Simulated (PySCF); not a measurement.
A structure optimised at B3LYP-D3(BJ)/def2-TZVP, used in a PySCF frequency run:

```xyz
6

Mg    -0.0006    -1.1923     0.0000
N      0.0001    -3.0756     0.0000
H     -0.0028    -3.6731    -0.8143
H     -0.0028    -3.6731     0.8143
Se     0.0425     1.2330     0.0000
H     -1.4315     1.2618     0.0000
```
Charge 0, spin multiplicity 1.

Problem. Write its SMILES, formula and point group.

Solution. [NH2][Mg][SeH], H3MgNSe, Cs

Problem. What are its rotational constants (standard atomic weights)?

Solution. 144.33, 1.6084, 1.6042 GHz
